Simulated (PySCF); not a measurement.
Ar²⁺: excitation energy

Ar²⁺ [Ne] 3s2 3p4 (3P) → Ar²⁺ [Ne] 3s1 3p4 3d1 (high-spin determinant), as a difference of total energies. All numbers are calculated (PySCF 2.14, scalar relativity by spin-free X2C-1e, in x2c-QZVPPall with one added diffuse shell each of s, p, d, f type (10s7p5d3f1g, 86 functions)). Correlated levels: valence: [Ne] frozen; valence and next inner shell: 1s2 frozen. The calculations carry no spin-orbit coupling.

```csv
method,excitation energy (eV)
UHF,31.438
LDA,31.920
PBE,31.580
PBE0,31.829
r2SCAN,31.409
revPBE,31.438
B2PLYP,32.162
MN15,31.455
wB97X-V,32.400
MP2 (valence),31.994
SCS-MP2 (valence),32.185
MP2 (valence and next inner shell),32.110
SCS-MP2 (valence and next inner shell),32.270
```

Problem. How much does correlation contribute at MP2 (valence and next inner shell)?

Solution. 32.110 − (31.438) = 0.672 eV, measured against UHF.

The promoted electron is Rydberg-like, and one or two diffuse shells describe it only roughly, which tends to raise the upper state.

The determinant of the upper state mixes LS terms, which raises its energy above the lowest term, most at the Hartree-Fock and MP2 levels.
